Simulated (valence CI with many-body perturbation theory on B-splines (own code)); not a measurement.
Results of a calculation; reference values are marked as such.
## Hyperfine factors and g values of W²³⁺

Method: relativistic CI+MBPT: five valence electrons over a frozen Dirac-Fock core [Kr] 4d10, a basis of 7 s, 7 p, 7 d, 7 f, 4 g, 2 h functions for each j, with the one-electron correlation potential Σ1 (screened to all orders), the two-electron term Σ2, the three-electron term Σ3, Breit, model QED; selected single and double excitations, second order for the rest, scaled by the run's own slope (own B-spline code, finite nucleus).

No measured spectrum was set against this ion. As an estimate, terms of the open shell hold to a few per cent of their energy, and close levels can change places. Core correlation moves these levels by up to 3700 cm⁻¹, and in measured spectra 5 to 20 % of such shifts remained as error; rates that hang on mixing are uncertain with them. Among the levels kept, up to 890 cm⁻¹ of a level comes from second order outside the variational space, and about a tenth of that is noise between levels of different J, which matters for small intervals. Only levels of the ground parity were solved; by the run's estimate the other parity begins above the list, which can be wrong where configurations are misplaced.

A/g_I is the dipole constant over the nuclear g factor μ/I (μ in nuclear magnetons, uniformly magnetised nucleus), B/Q the quadrupole constant per barn. Both hold the static response of the core; the bare values leave it out. Large factors of s and p1/2 electrons are usually good to 5 to 10 %; those of open d and f shells near neutrality can be off by tens of per cent, and small factors of p3/2, d and f electrons come from cancelling terms and can be off by a factor of two or in sign, in half-filled shells by more. B is blank for J = 1/2, where it vanishes, and for nearly pure S terms. Energies count from the lowest level.

Names give the largest LS component (configuration and term), which can be under half, so a name can repeat, a term be missing and a line seem to break the LS rules; names also repeat where a configuration has a term twice. Letters in brackets count levels of one name in rising energy.

| Level | E (eV) | g | A/g_I (MHz) | A/g_I bare | B/Q (MHz/b) | B/Q bare |
| --- | --- | --- | --- | --- | --- | --- |
| 4f5 6H°_5/2 | 0.000 | 0.391 | 5080 | 4170 | -3360 | -2950 |
| 4f5 6H°_7/2 | 1.214 | 0.854 | 3100 | 2940 | -2870 | -2520 |
| 4f5 6H°_9/2 | 2.321 | 1.067 | 2260 | 2440 | -2800 | -2480 |
| 4f5 6F°_3/2 | 2.884 | 0.983 | 3200 | 3340 | -553 | -473 |
| 4f5 6F°_5/2 [a] | 2.886 | 1.165 | 2240 | 2650 | -1110 | -976 |
| 4f5 6F°_1/2 | 2.977 | -0.554 | 10700 | 8560 |  |  |
| 4f5 6H°_11/2 | 3.281 | 1.178 | 1880 | 2260 | -3020 | -2690 |
| 4f5 6F°_7/2 | 3.937 | 1.332 | 1190 | 1810 | 13.2 | -14.0 |
| 4f5 6H°_13/2 | 4.096 | 1.237 | 1720 | 2210 | -3420 | -3060 |
| 4f5 6H°_15/2 | 4.656 | 1.237 | 1830 | 2330 | -3360 | -3040 |
| 4f5 6F°_9/2 | 5.001 | 1.390 | 917 | 1620 | 1040 | 874 |
| 4f5 6F°_5/2 [b] | 5.753 | 0.913 | 3210 | 3200 | -2470 | -2170 |
| 4f5 6F°_11/2 | 6.009 | 1.410 | 882 | 1630 | 2150 | 1840 |
| 4f5 4M°_15/2 | 6.272 | 0.955 | 2820 | 2850 | 1260 | 1060 |
| 4f5 4F°_3/2 | 6.609 | 0.536 | 4680 | 4030 | -180 | -165 |
| 4f5 4I°_9/2 | 7.114 | 0.801 | 3370 | 3130 | -1780 | -1550 |
| 4f5 4L°_13/2 [a] | 7.129 | 0.935 | 2920 | 2920 | -248 | -244 |
| 4f5 4K°_11/2 | 7.200 | 0.891 | 3050 | 2970 | -1020 | -904 |
| 4f5 4G°_7/2 [a] | 7.497 | 1.054 | 2510 | 2700 | -2340 | -2080 |
| 4f5 4P°_5/2 | 7.621 | 1.390 | 1170 | 1920 | -2300 | -2020 |
| 4f5 4M°_17/2 | 7.935 | 1.004 | 2620 | 2730 | 2890 | 2500 |
| 4f5 2P°_1/2 | 8.516 | 0.410 | 7560 | 7090 |  |  |
| 4f5 6P°_3/2 | 8.792 | 1.971 | -2390 | -877 | 635 | 539 |
| 4f5 4K°_15/2 [a] | 8.833 | 1.017 | 2550 | 2670 | -343 | -317 |
| 4f5 4G°_9/2 | 8.879 | 1.105 | 2270 | 2550 | -1370 | -1240 |
| 4f5 4M°_19/2 | 9.048 | 1.065 | 2400 | 2610 | 3400 | 2940 |
| 4f5 4F°_5/2 | 9.140 | 0.921 | 3180 | 3170 | 377 | 315 |
| 4f5 4L°_15/2 | 9.477 | 1.053 | 2380 | 2560 | 90.4 | 54.8 |
| 4f5 4L°_13/2 [b] | 9.506 | 0.942 | 2820 | 2810 | -1380 | -1190 |
| 4f5 4H°_11/2 | 9.601 | 1.124 | 2190 | 2500 | 414 | 345 |
| 4f5 4M°_21/2 | 9.635 | 1.101 | 2320 | 2600 | 3880 | 3350 |
| 4f5 4H°_7/2 | 9.688 | 0.811 | 3220 | 2980 | 460 | 419 |
| 4f5 2G°_9/2 | 9.819 | 1.075 | 2290 | 2500 | 1790 | 1560 |
| 4f5 4I°_11/2 | 9.930 | 0.921 | 2770 | 2710 | -1450 | -1240 |
| 4f5 4L°_17/2 | 10.052 | 1.036 | 2590 | 2760 | -160 | -147 |
| 4f5 4D°_7/2 | 10.110 | 1.436 | 516 | 1260 | 1030 | 874 |
| 4f5 4I°_13/2 | 10.124 | 1.017 | 2550 | 2670 | -1130 | -983 |
| 4f5 6P°_5/2 | 10.472 | 1.463 | 753 | 1600 | -1980 | -1730 |
| 4f5 4H°_13/2 | 10.662 | 1.141 | 2170 | 2510 | -97.2 | -112 |
| 4f5 4D°_3/2 | 10.779 | 1.355 | 947 | 1580 | -61.8 | -41.3 |

Problem. Take the isotope of mass number 183, with I = 1/2, μ = 0.11739 μN. What is the hyperfine structure of 4f5 6F°_5/2 [a]?

Solution. From the table A = 526 MHz. Shifts from the centre of gravity in MHz: F = 2: -920, F = 3: 658.
